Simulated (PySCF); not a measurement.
Compound: [TcO4]- (charge -1 and singlet state).
Bonds: Tc1–O2, Tc1–O3, Tc1–O4, Tc1–O5.

Computed by this run: PBE0-D3(BJ)/def2-SVP geometry optimisation, gas phase, def2 core potentials past Kr (PySCF 2.14.0); density fitting, grid level 1; the optimiser is geomeTRIC in internal coordinates, started from a GFN2-xTB structure with every atom displaced at random (about 0.03 Å).

Step 0: E = -10374.9154 eV
```
atom  x, y, z in Å  |  force x, y, z in eV/Å
Tc1     0.0611   -0.0767    0.0124   -8.596   3.182  -0.121
O2     -0.0066   -0.0312    1.6601    0.455  -0.354   3.435
O3      1.5074    0.0033   -0.5911    8.848  -0.283  -2.938
O4     -0.6931    1.3717   -0.5469    0.031  -0.623   0.250
O5     -0.7939   -1.3776   -0.5966   -0.738  -1.921  -0.626
```

Question: Estimate the geometry and energy of step 1. (The exact step hangs on the optimiser's Hessian estimate; all steps are aligned on step 0, rigid shifts and turns removed.)

Answer: E = -10375.5743 eV, largest force 2.138 eV/Å
```
atom  x, y, z in Å  |  force x, y, z in eV/Å
Tc1    -0.0068    0.0053   -0.0245    1.317  -1.520   0.727
O2      0.0334   -0.0629    1.7055   -0.248   0.293  -1.667
O3      1.6375   -0.0647   -0.5723   -1.754   0.344   0.382
O4     -0.7845    1.4240   -0.5681    0.245  -0.481   0.168
O5     -0.8047   -1.4122   -0.6026    0.440   1.365   0.390
```

The energy changes by -0.6589 eV. The first-order estimate −F·Δx gives -2.1871 eV and the mean of the old and new forces, exact on a quadratic surface, -0.7508 eV. The step makes an angle of 46° with the force vector and moves no atom by more than 0.148 Å.

What follows is the cost of the whole optimisation. Time: 17 s of wall time; peak memory 0.34 GiB. Hardware: Arm Neoverse V2, one thread, no GPU, shared host with 96 logical CPUs at a one-minute load of 40.
